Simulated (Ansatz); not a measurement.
Ansatz (a first-principles code) input (CCSD(T)/def2-SVPD):

Ansatz 0.2 input:
```yaml
crystal:
  periodic: [false, false, false]
  atoms:
    - {symbol: Ca, position_ang: [-0.00000000, -0.00000000, -0.58396168]}
    - {symbol: F, position_ang: [0.00000000, 0.00000000, 1.29769263]}
basis:
  gaussian:
    orbitals: def2-SVPD
total_charge: 1
magnetization: {spin_polarized: false}
correlation: {method: ccsd_t, electrons: outside_noble_gas}
output: {forces: true}
```

End of the output:

```
integrals: 0.02 GiB planned
530 factors; integrals over basis functions are off by at most 6.1e-4 eV
mean field: 0.10 GiB planned
mean field evaluation 1: about -21101.6108 eV, gradient 8.4e1 eV
mean field evaluation 2: about -21101.6178 eV, gradient 8.4e1 eV
mean field evaluation 4: about -21113.3624 eV, gradient 4.8e0 eV
mean field evaluation 8: about -21113.4051 eV, gradient 1.1e-1 eV
mean field evaluation 16: about -21113.3824 eV, gradient 4.8e-1 eV
mean field -21113.40519862 eV, -775.9033298693 hartree, gradient 3.3e-6 eV, S^2 0.000000; 0 other end points of the search recorded, 0 dependent functions left out
10 core orbitals not correlated, not the lowest: weight in the atoms' cores, before any rotation towards them, 0.579 or more for the frozen orbitals, at most 0.415 for the correlated occupied ones
reference -21113.40519862 eV, -775.9033298693 hartree; 4, 4 occupied and 36, 36 virtual orbitals, 530 factors
densities: 0.09 GiB planned
second order -5.99524968 eV of doubles, -0.00000000 eV of singles
coupled cluster: 0.08 GiB planned
cycle   1  -5.75005160 eV  change    2.5e-1 eV  update   8.4e-2
cycle   2  -5.90982824 eV  change   -1.6e-1 eV  update   3.1e-2
cycle   3  -5.94217384 eV  change   -3.2e-2 eV  update   1.2e-2
cycle   4  -5.94279697 eV  change   -6.2e-4 eV  update   3.1e-3
cycle   5  -5.94022966 eV  change    2.6e-3 eV  update   8.9e-4
cycle   6  -5.93985523 eV  change    3.7e-4 eV  update   3.7e-4
cycle   7  -5.94004663 eV  change   -1.9e-4 eV  update   1.2e-4
cycle   8  -5.94006001 eV  change   -1.3e-5 eV  update   3.7e-5
cycle   9  -5.94004508 eV  change    1.5e-5 eV  update   1.5e-5
cycle  10  -5.94004777 eV  change   -2.7e-6 eV  update   5.4e-6
perturbative correction -0.12989699 eV, -0.0047736264 hartree
the calculation of the forces begins
Total energy: -21119.47514338 eV, -776.1263962249 hartree
Atom 0 at    -0.000000    -0.000000    -0.583962 Å, force     0.000000    -0.000000    -1.439646 eV/Å
Atom 1 at     0.000000     0.000000     1.297693 Å, force     0.000000    -0.000000     1.439646 eV/Å
Dipole moment:     0.000000     0.000000    -1.832710 e Å
```
